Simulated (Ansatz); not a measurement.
C3H10Si2 can be A, `C1C[SiH2][SiH2]C1`, or B, `[SiH3]C[SiH]1CC1`.

Program: Ansatz. Geometries: PBE0-D4/def2-TZVP. ΔE: electronic, gas phase. CBS: MP2 limit from def2 TZ/QZ plus the TZ coupled-cluster correction, frozen cores. DFT in def2-TZVPP. B3LYP here is the variant with VWN-RPA as its local correlation; programs differ in this. One conformer a species, not always the lowest.

Task: Which is lower in electronic energy at CCSD(T)/CBS, and by how much? (An estimate is asked.)

Result: The calculation gave: A, by 85.0 kJ/mol.

Task: Give E(B) − E(A) in kJ/mol with CCSD/def2-TZVPP, PBE-D4, r2SCAN-D4, HF/def2-TZVPP, B2PLYP, B3LYP, ωB97M-V. (Best estimate.)

Result: The calculation gave: CCSD/def2-TZVPP 84.9, PBE-D4 88.0, r2SCAN-D4 80.1, HF/def2-TZVPP 81.3, B2PLYP 78.1, B3LYP 75.9, ωB97M-V 77.5. None reverses the order clearly.

Largest T1 diagnostic: 0.011.

The D4 term adds +7.3 kJ/mol with B3LYP and +3.6 kJ/mol with PBE0; it sums over pairs of atoms, weighted by their polarisabilities, and B3LYP, whose exchange is more repulsive, gets the larger term. From PBE to PBE0 (25 % exact exchange), in def2-TZVPP and without D4, E(B) − E(A) moves by +4.3 kJ/mol.
